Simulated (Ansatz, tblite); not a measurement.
Cost and result up the ladder for InMe2(acnac) (C₇H₁₄InNO) (24 atoms). The state is a singlet with charge 0. Geometry: PBE-D4/def2-SVP.

```
atom    x (Å)    y (Å)    z (Å)
 In1  -1.0485  -0.9643  -1.1027
  C2  -1.7758   0.1932  -2.7943
  H3  -1.5602   1.2642  -2.6110
  H4  -2.8675   0.0614  -2.9265
  H5  -1.2673  -0.1204  -3.7281
  C6  -1.3445  -2.9815  -0.3446
  H7  -0.7912  -3.0896   0.6087
  H8  -0.9720  -3.7359  -1.0664
  H9  -2.4204  -3.1731  -0.1610
 O10  -1.3767   0.3339   0.6474
 C11  -0.4983   0.9579   1.3474
 C12  -1.0656   1.7547   2.5045
 C13   0.8978   0.9645   1.1406
 C14   1.6382   0.3046   0.1229
 C15   3.1424   0.4980   0.1167
 N16   1.1113  -0.4609  -0.8273
 H17  -0.2954   2.2999   3.0805
 H18  -1.8141   2.4769   2.1185
 H19  -1.6138   1.0713   3.1856
 H20   1.4874   1.5596   1.8505
 H21   3.4936   1.0958   0.9773
 H22   3.4596   1.0132  -0.8144
 H23   3.6593  -0.4841   0.1401
 H24   1.8217  -0.8395  -1.4644
```

Ansatz on 4 threads of Intel Xeon Platinum 8488C on a shared host; xTB runs through tblite on one thread. Times are rough, summed over both states, and most runs start from the orbitals of an earlier one. PBE0-D4/def2-TZVP serves as the yardstick here, not as an exact answer. The other state is a triplet.

In the def2 sets In takes a core potential; there is no spin–orbit coupling. The xTB rows come from tblite.

xTB has no spin-polarisation term.

```csv
level,functions,vertical triplet (eV),difference from PBE0-D4/def2-TZVP (eV)
GFN1-xTB,73,3.17,0.31
PBE0-D4/def2-TZVP,413,2.85,0.00
GFN2-xTB,59,3.13,0.28
r2SCAN-D4/def2-TZVP,413,2.78,-0.08
PBE-D4/def2-TZVP (with forces),413,2.82,-0.03
```

(1) Estimate how long each takes.

Answers

(1) GFN2-xTB 0.035 s; GFN1-xTB 0.074 s; PBE-D4/def2-TZVP (with forces) 17 s; r2SCAN-D4/def2-TZVP 25 s; PBE0-D4/def2-TZVP 40 s. On shared hardware such times vary by a factor of up to 3.
